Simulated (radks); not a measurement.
Question: The mean radii <r> (bohr) of the occupied orbitals of an atom or ion are listed with their occupations. Calculated with a radial shooting solver on a logarithmic mesh with Libxc functionals: scalar-relativistic Kohn-Sham, PBE, spin-unpolarised, spherical densities, point nucleus.

orbital  occ.      <r>
1s          2  0.02188
2s          2  0.09164
2p          6  0.08062

Name the element and its charge.

Answer: Z = 64, gadolinium, charge +54: Gd54+ in [Ne]. The 1s radius gives Z: for a bare nucleus <r> = (2 gamma + 1)/(2Z) with gamma = sqrt(1 - (Z/c)^2), 0.02163 bohr for Z = 64, and screening makes it slightly larger (0.02188 here). The occupations add up to 10, and the charge is Z minus that.
